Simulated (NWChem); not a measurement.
Species: AlNH3Br; SMILES [AlH]([Br])[NH2]

```xyz
6

Al    -0.5774     1.0850     0.0000
H     -2.1237     1.3848     0.0000
Br     0.1884    -1.0435     0.0000
N      0.6148     2.3837     0.0000
H      1.6208     2.2556     0.0000
H      0.3864     3.3720     0.0000
```
Atoms are numbered in this order, from 1.

Program: NWChem. Coordinates come from a PBE0/def2-SVP optimisation. Level: PBE0/def2-SVPD; the question gives the wavelength of the field.

### Question
Estimate the computed values for field 1065 nm. Quantities: isotropic polarisability (bohr³); anisotropy (bohr³).

### Answer
```yaml
isotropic polarisability (bohr³): 58.1
anisotropy (bohr³): 17.2
```
